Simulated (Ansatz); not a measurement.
One change: `CB(F)[CH2][AlH2]` becomes `[CH3][AlH][B](C)F`.

Ansatz, PBE0-D4/def2-TZVP geometries, multiplicity 1. Each molecule was computed in one conformer, which needn't be the lowest.

```json
{"property": "size of the dipole moment (ωB97M-V/def2-TZVPP) / D", "`CB(F)[CH2][AlH2]`": "1.50"}
{"property": "HOMO–LUMO gap (B3LYP/def2-TZVPP) / eV", "`CB(F)[CH2][AlH2]`": "6.10"}
{"property": "LUMO energy (B3LYP/def2-TZVPP) / eV", "`CB(F)[CH2][AlH2]`": "-1.82"}
{"property": "HOMO–LUMO gap (ωB97M-V/def2-TZVPP) / eV", "`CB(F)[CH2][AlH2]`": "10.35"}
{"property": "HOMO–LUMO gap (PBE0/def2-TZVPP) / eV", "`CB(F)[CH2][AlH2]`": "6.54"}
{"property": "HOMO energy (ωB97M-V/def2-TZVPP) / eV", "`CB(F)[CH2][AlH2]`": "-10.35"}
```

Question: What does the change do to each property? (Estimate.)

Answer: The calculation gave: 
```tsv
property	`[CH3][AlH][B](C)F`	shift
size of the dipole moment (ωB97M-V/def2-TZVPP) / D	1.25	-0.25
HOMO–LUMO gap (B3LYP/def2-TZVPP) / eV	5.17	-0.93
LUMO energy (B3LYP/def2-TZVPP) / eV	-1.51	0.31
HOMO–LUMO gap (ωB97M-V/def2-TZVPP) / eV	9.26	-1.09
HOMO–LUMO gap (PBE0/def2-TZVPP) / eV	5.56	-0.98
HOMO energy (ωB97M-V/def2-TZVPP) / eV	-8.99	1.36
```

With PBE0 the HOMO rises by 1.29 eV and the LUMO rises by 0.31 eV, so the gap narrows by about 0.98 eV. PBE moves the HOMO by 1.23 eV and ωB97M-V by 1.36 eV. Dipoles are sizes alone; their direction can turn.

Positive LUMOs are unbound, so they and the gaps depend on the basis.

B3LYP here is the variant with VWN-RPA as its local correlation; programs differ in this.
